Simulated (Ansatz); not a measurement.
Li₇Al₃⁺. The state is a doublet with charge 1. Geometry PBE0-D4/def2-SVP.

```xyz
10

Li    1.274   -1.016    1.698
Li    0.038    2.336   -1.695
Li    2.422    0.165   -1.646
Li   -1.155    1.136    1.586
Li   -3.226   -3.652    1.335
Li    3.081    3.341   -0.667
Li   -2.286   -1.866   -1.494
Al   -0.145   -0.251   -0.506
Al    1.463    1.549    0.377
Al   -1.467   -1.744    1.012
```

At HF/def2-TZVP, r2SCAN0-D4/def2-TZVP the charge 1 doublet is spin-contaminated (final ⟨S²⟩ up to 1.84, 0.75 for a pure state). Another isomer (doublet) lies 0.24 eV lower at PBE0-D4/def2-TZVP; other spin states weren't run for this one.

(1) Estimate the α-spin orbital energies around the gap (eV) in Ansatz with HF/def2-TZVP, PBE-D4/def2-SVP, PBE-D4/def2-TZVP, PBE0-D4/def2-TZVP, r2SCAN0-D4/def2-TZVP.

Answers

(1) 
| orbital | HF/def2-TZVP | PBE-D4/def2-SVP | PBE-D4/def2-TZVP | PBE0-D4/def2-TZVP | r2SCAN0-D4/def2-TZVP |
| --- | --- | --- | --- | --- | --- |
| HOMO−5 | -10.81 | -8.19 | -8.26 | -9.07 | -9.08 |
| HOMO−4 | -9.62 | -7.21 | -7.25 | -7.97 | -7.98 |
| HOMO−3 | -9.09 | -6.92 | -6.98 | -7.66 | -7.69 |
| HOMO−2 | -8.30 | -6.31 | -6.34 | -6.93 | -6.92 |
| HOMO−1 | -7.98 | -5.96 | -6.02 | -6.50 | -6.51 |
| HOMO | -7.73 | -5.71 | -5.77 | -6.28 | -6.41 |
| LUMO | -2.31 | -4.97 | -5.01 | -4.45 | -4.31 |
| LUMO+1 | -1.94 | -4.52 | -4.60 | -4.07 | -3.89 |
| LUMO+2 | -1.75 | -4.29 | -4.36 | -3.81 | -3.69 |
| LUMO+3 | -1.65 | -4.01 | -4.11 | -3.54 | -3.35 |
| LUMO+4 | -1.48 | -3.98 | -4.08 | -3.52 | -3.29 |
| LUMO+5 | -1.44 | -3.87 | -3.98 | -3.42 | -3.15 |
| β HOMO | -7.37 | -5.84 | -5.91 | -6.35 | -6.33 |
| β LUMO | -2.29 | -5.19 | -5.23 | -4.59 | -4.40 |
